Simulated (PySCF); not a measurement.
An unknown shows these calculated signals:

¹H NMR (600 MHz, computed): δ 7.69 (m, 1H), 6.60 (m, 1H), 5.10 (m, 2H), 2.55 (s, 3H), 1.17 (m, 2H).

¹³C{¹H} NMR (computed): δ 153.6 (CH), 147.9 (C), 143.1 (C), 120.0 (CH), 13.8 (CH3).

[PySCF 2.14.0 with density-fitted response routines: GFN2-xTB geometry; shieldings: GIAO PBE0/pcSseg-1; a single conformation; in vacuum; no relativistic terms; averaged over atoms made equivalent by symmetry, fast rotation or ring inversion]

Chemical shifts δ = σref − σ; ¹H and ¹³C vs TMS, all at this level.

Q: Which of these does the molecule contain: a vinyl group CH=CH2, an S-methyl group, a Si–H bond, a heteroaromatic ring, an aldehyde?

A: 
- A vinyl group CH=CH2: no.
- An S-methyl group: no.
- A Si–H bond: yes (δH 5.10 (m)).
- A heteroaromatic ring: yes.
- An aldehyde: no.

The data belong to SMILES Cc1ccoc1[SiH2]P, C₅H₉OPSi; they needn't prove each group on their own.

Carbon signals by region: 4 in the sp2 and nitrile region (100–160 ppm), 1 below 50 ppm.

Splittings by ³¹P in the carbon and heteronuclear signals aren't shown, as no couplings were computed. Shifts are as computed. Against solution values, carbons near 30 ppm lie about +3 ppm off and those near 130 ppm about +5 ppm. Of 1309 compounds with measured shifts, 239 miss one by over three times the rms of a fit or turn the order of signals round; such compounds aren't used in these exercises. Multiplicities follow the n + 1 count of equivalent neighbours, as no J values were calculated; m marks all less simple cases, F and P coupling included.
